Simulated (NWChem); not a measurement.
System: SiH$_{2}$SeOCl$_{2}$; SMILES O[Si](Cl)(Cl)[SeH]

The following NWChem deck was run.

```
start job
memory heap 200 mb stack 900 mb global 1100 mb
geometry units angstroms
  O     -0.605762    -1.424060    -1.383751
  Si    -0.501906    -0.128704    -0.418526
  Cl    -2.015946    -0.091446     0.910584
  Cl    -0.553316     1.405523    -1.696093
  Se     1.433447    -0.223170     0.799874
  H     -0.623760    -2.322252    -1.057806
  H      2.301611    -0.225127    -0.346759
end
basis spherical
  * library 6-31g*
end
dft
  xc b3lyp
  iterations 150
end
driver
  maxiter 120
end
task dft optimize
task dft freq
```

Output (shortened):

```
             Northwest Computational Chemistry Package (NWChem) 7.3.0
             --------------------------------------------------------

 C1  symmetry detected

                             Geometry "geometry" -> ""
                             -------------------------

 Output coordinates in angstroms (scale by  1.889725989 to convert to a.u.)

  No.       Tag          Charge          X              Y              Z
 ---- ---------------- ---------- -------------- -------------- --------------
    1 O                    8.0000     0.16632581     0.81706815    -1.84027485
    2 Si                  14.0000     0.00170002     0.53339687    -0.25508669
    3 Cl                  17.0000    -1.77657340     1.19858932     0.41982168
    4 Cl                  17.0000     1.54977083     1.50355340     0.55172556
    5 Se                  34.0000     0.04651264    -1.72110836     0.13761117
    6 H                    1.0000    -0.44531056     0.49189500    -2.49866403
    7 H                    1.0000     1.36511784    -1.91473855    -0.40300649

 Effective nuclear repulsion energy (a.u.)     624.9196520434

                                Z-matrix (autoz)
                                --------

 Units are Angstrom for bonds and degrees for angles

      Type          Name      I     J     K     L     M      Value
      ----------- --------  ----- ----- ----- ----- ----- ----------
    1 Stretch                  1     2                       1.61876
    2 Stretch                  1     6                       0.95567
    3 Stretch                  2     3                       2.01500
    4 Stretch                  2     4                       1.99717
    5 Stretch                  2     5                       2.28889
    6 Stretch                  5     7                       1.43822
    7 Bend                     1     2     3               111.09376
    8 Bend                     1     2     4               103.39389
    9 Bend                     1     2     5               109.79310
   10 Bend                     2     1     6               123.36178
   11 Bend                     2     5     7                94.93746
   12 Bend                     3     2     4               112.85484
   13 Bend                     3     2     5               106.55729
   14 Bend                     4     2     5               113.20263
   15 Torsion                  1     2     5     7          60.12876
   16 Torsion                  3     2     1     6         -57.41588
   17 Torsion                  3     2     5     7        -179.47130
   18 Torsion                  4     2     1     6        -178.73373
   19 Torsion                  4     2     5     7         -54.83976
   20 Torsion                  5     2     1     6          60.19356

                           NWChem Geometry Optimization
                           ----------------------------

 maximum gradient threshold         (gmax) =   0.000450
 rms gradient threshold             (grms) =   0.000300
 maximum cartesian step threshold   (xmax) =   0.001800
 rms cartesian step threshold       (xrms) =   0.001200
 fixed trust radius                (trust) =   0.300000
 source of zmatrix                         =   autoz

          -------------------
          Energy Minimization
          -------------------

 Using diagonal initial Hessian
 Scaling for Hessian diagonals: bonds = 1.00  angles = 0.25  torsions = 0.10

          --------
          Step   0

                                 NWChem DFT Module
                                 -----------------

 Summary of "ao basis" -> "ao basis" (spherical)
 ------------------------------------------------------------------------------
       Tag                 Description            Shells   Functions and Types
 ---------------- ------------------------------  ------  ---------------------
 O                           6-31g*                  6       14   3s2p1d
 Si                          6-31g*                  8       18   4s3p1d
 Cl                          6-31g*                  8       18   4s3p1d
 Se                          6-31g*                 12       32   5s4p3d
 H                           6-31g*                  2        2   2s

            General Information
            -------------------
          SCF calculation type: DFT
          Wavefunction type:  closed shell.
          No. of atoms     :     7
          No. of electrons :    92
           Alpha electrons :    46
            Beta electrons :    46
          Charge           :     0
          Spin multiplicity:     1
          Use of symmetry is: off; symmetry adaption is: off
          Maximum number of iterations: 150
          AO basis - number of functions:   104
                     number of shells:    46
          Convergence on energy requested:  1.00D-06
          Convergence on density requested:  1.00D-05
          Convergence on gradient requested:  5.00D-04

              XC Information
              --------------
                         B3LYP Method XC Potential
                     Hartree-Fock (Exact) Exchange  0.200
                        Slater Exchange Functional  0.800 local
                    Becke 1988 Exchange Functional  0.720 non-local
              Lee-Yang-Parr Correlation Functional  0.810
                  VWN I RPA Correlation Functional  0.190 local

             Grid Information
             ----------------
          Grid used for XC integration:  medium
          Radial quadrature: Mura-Knowles
          Angular quadrature: Lebedev.
          Tag              B.-S. Rad. Rad. Pts. Rad. Cut. Ang. Pts.
          ---              ---------- --------- --------- ---------
          O                   0.60       49          10.0       434
          Si                  1.10       88           9.0       590
          Cl                  1.00       88          11.0       590
          Se                  1.15      112          10.0       590
          H                   0.35       45          11.0       434
          Grid pruning is: on
          Number of quadrature shells:   515
          Spatial weights used:  Erf1

      Superposition of Atomic Density Guess
      -------------------------------------

 Sum of atomic energies:       -3682.97463354

      Non-variational initial energy
      ------------------------------

 Total energy =   -3684.493736
 1-e energy   =   -6364.248372
 2-e energy   =    2054.834984
 HOMO         =      -0.301521
 LUMO         =       0.040745

   convergence    iter        energy       DeltaE   RMS-Dens  Diis-err
 ---------------- ----- ----------------- --------- --------- ---------
 d= 0,ls=0.0,diis     1  -3687.6540452281 -4.31D+03  1.49D-02  8.85D-01
 d= 0,ls=0.0,diis     2  -3687.6142754184  3.98D-02  8.39D-03  1.25D+00
 d= 0,ls=0.0,diis     3  -3687.7507214510 -1.36D-01  1.70D-03  4.63D-02
 d= 0,ls=0.0,diis     4  -3687.7543002615 -3.58D-03  8.30D-04  8.75D-03
 d= 0,ls=0.0,diis     5  -3687.7552877271 -9.87D-04  1.93D-04  3.54D-04
  Resetting Diis
 d= 0,ls=0.0,diis     6  -3687.7553369267 -4.92D-05  3.79D-05  1.04D-05
 d= 0,ls=0.0,diis     7  -3687.7553387036 -1.78D-06  1.35D-05  4.53D-07
 d= 0,ls=0.0,diis     8  -3687.7553387086 -5.02D-09  6.78D-06  4.12D-07

         Total DFT energy =    -3687.755338708649
      One electron energy =    -6366.544339466791
           Coulomb energy =     2228.054897528161
    Exchange-Corr. energy =     -174.185548813445
 Nuclear repulsion energy =      624.919652043426

 Numeric. integr. density =       92.000018469937

                       DFT Final Molecular Orbital Analysis
                       ------------------------------------

 Vector   44  Occ=2.000000D+00  E=-3.362298D-01
              MO Center= -6.9D-03,  1.3D+00,  1.6D-01, r^2= 4.2D+00
   Bfn.  Coefficient  Atom+Function         Bfn.  Coefficient  Atom+Function
  ----- ------------  ---------------      ----- ------------  ---------------
    41      0.426620  3 Cl pz                59     -0.354370  4 Cl pz
    57      0.335780  4 Cl px                45      0.221562  3 Cl pz
     3     -0.219717  1 O  px                39      0.210779  3 Cl px
    63     -0.188436  4 Cl pz                61      0.182785  4 Cl px
    37     -0.165709  3 Cl pz                 7     -0.164691  1 O  px

 Vector   45  Occ=2.000000D+00  E=-3.184161D-01
              MO Center=  1.5D-01, -5.9D-01, -5.9D-02, r^2= 4.6D+00
   Bfn.  Coefficient  Atom+Function         Bfn.  Coefficient  Atom+Function
  ----- ------------  ---------------      ----- ------------  ---------------
    80      0.518393  5 Se py                58      0.312445  4 Cl py
     4      0.241630  1 O  py                76     -0.222605  5 Se py
    84      0.217725  5 Se py                22     -0.205043  2 Si py
     8      0.178811  1 O  py                40      0.172413  3 Cl py
    79      0.166165  5 Se px                62      0.160238  4 Cl py

[...]

      ----------------------
      Optimization converged
      ----------------------

  Step       Energy      Delta E   Gmax     Grms     Xrms     Xmax
  ---- ---------------- -------- -------- -------- -------- --------
@   13   -3687.76032245 -1.0D-07  0.00002  0.00001  0.00033  0.00057
                                     ok       ok       ok       ok

                                Z-matrix (autoz)
                                --------

 Units are Angstrom for bonds and degrees for angles

      Type          Name      I     J     K     L     M      Value     Gradient
      ----------- --------  ----- ----- ----- ----- ----- ---------- ----------
    1 Stretch                  1     2                       1.64641    0.00002
    2 Stretch                  1     6                       0.96997   -0.00000
    3 Stretch                  2     3                       2.06737   -0.00002
    4 Stretch                  2     4                       2.05416   -0.00000
    5 Stretch                  2     5                       2.28214   -0.00000
    6 Stretch                  5     7                       1.48214   -0.00001
    7 Bend                     1     2     3               111.39794   -0.00000
    8 Bend                     1     2     4               104.02450   -0.00000
    9 Bend                     1     2     5               113.74210   -0.00000
   10 Bend                     2     1     6               116.22876    0.00000
   11 Bend                     2     5     7                92.38065   -0.00000
   12 Bend                     3     2     4               109.46454   -0.00000
   13 Bend                     3     2     5               104.92552    0.00001
   14 Bend                     4     2     5               113.39312   -0.00000
   15 Torsion                  1     2     5     7          57.38888   -0.00000
   16 Torsion                  3     2     1     6         -66.24866   -0.00000
   17 Torsion                  3     2     5     7         179.37655   -0.00000
   18 Torsion                  4     2     1     6         175.92667    0.00000
   19 Torsion                  4     2     5     7         -61.21351    0.00000
   20 Torsion                  5     2     1     6          52.08230    0.00001

                         Geometry "geometry" -> "geometry"
                         ---------------------------------

 Output coordinates in angstroms (scale by  1.889725989 to convert to a.u.)

  No.       Tag          Charge          X              Y              Z
 ---- ---------------- ---------- -------------- -------------- --------------
    1 O                    8.0000     0.18105169     0.86486301    -1.88679014
    2 Si                  14.0000     0.01551901     0.51537662    -0.28644220
    3 Cl                  17.0000    -1.78752750     1.20485784     0.45360424
    4 Cl                  17.0000     1.55769060     1.53577314     0.60803540
    5 Se                  34.0000     0.02241723    -1.72037729     0.17130606
    6 H                    1.0000    -0.43259546     0.41619315    -2.48926729
    7 H                    1.0000     1.35098760    -1.90803063    -0.45831970

 Effective nuclear repulsion energy (a.u.)     617.1301946310

                Final and change from initial internal coordinates
                --------------------------------------------------

                                Z-matrix (autoz)
                                --------

 Units are Angstrom for bonds and degrees for angles

[...]

 Rotational Constants
 --------------------
 A=   0.058801 cm-1  (  0.084600 K)
 B=   0.035343 cm-1  (  0.050850 K)
 C=   0.028654 cm-1  (  0.041225 K)

 Temperature                      =   298.15K
 frequency scaling parameter      =   1.0000

 Zero-Point correction to Energy  =   16.571 kcal/mol  (  0.026407 au)
 Thermal correction to Energy     =   21.393 kcal/mol  (  0.034093 au)
 Thermal correction to Enthalpy   =   21.986 kcal/mol  (  0.035036 au)

 Total Entropy                    =   89.502 cal/mol-K
   - Translational                =   41.688 cal/mol-K (mol. weight = 194.8435)
   - Rotational                   =   29.670 cal/mol-K (symmetry #  =        1)
   - Vibrational                  =   18.144 cal/mol-K

 Cv (constant volume heat capacity) =   24.313 cal/mol-K
   - Translational                  =    2.979 cal/mol-K
   - Rotational                     =    2.979 cal/mol-K
   - Vibrational                    =   18.354 cal/mol-K

[normal modes left out]

 ----------------------------------------------------------------------------
 Normal Eigenvalue ||           Projected Infra Red Intensities
  Mode   [cm**-1]  || [atomic units] [(debye/angs)**2] [(KM/mol)] [arbitrary]
 ------ ---------- || -------------- ----------------- ---------- -----------
    1       -0.000 ||    0.000413           0.010         0.403       0.079
    2       -0.000 ||    0.000143           0.003         0.139       0.027
    3        0.000 ||    0.000267           0.006         0.260       0.051
    4        0.000 ||    0.000361           0.008         0.352       0.069
    5        0.000 ||    0.000017           0.000         0.017       0.003
    6        0.000 ||    0.000078           0.002         0.076       0.015
    7      119.564 ||    0.005637           0.130         5.495       1.073
    8      128.619 ||    0.001627           0.038         1.586       0.310
    9      188.999 ||    0.033965           0.784        33.111       6.467
   10      202.697 ||    0.006282           0.145         6.124       1.196
   11      215.914 ||    0.002637           0.061         2.571       0.502
   12      259.768 ||    0.009592           0.221         9.351       1.826
   13      300.627 ||    0.081402           1.878        79.354      15.500
   14      382.384 ||    0.025510           0.589        24.868       4.857
   15      546.106 ||    0.222754           5.139       217.152      42.415
   16      578.705 ||    0.167410           3.862       163.200      31.877
   17      699.369 ||    0.026392           0.609        25.729       5.025
   18      859.118 ||    0.358136           8.262       349.128      68.193
   19      935.430 ||    0.035299           0.814        34.411       6.721
   20     2403.606 ||    0.017036           0.393        16.608       3.244
   21     3775.866 ||    0.107918           2.490       105.204      20.549
 ----------------------------------------------------------------------------
```

Level: B3LYP/6-31G* (spherical d). This build's default masses of Se (78.918 u) and Br (79.917 u) are each other's, which moves their modes by up to 0.6 %.
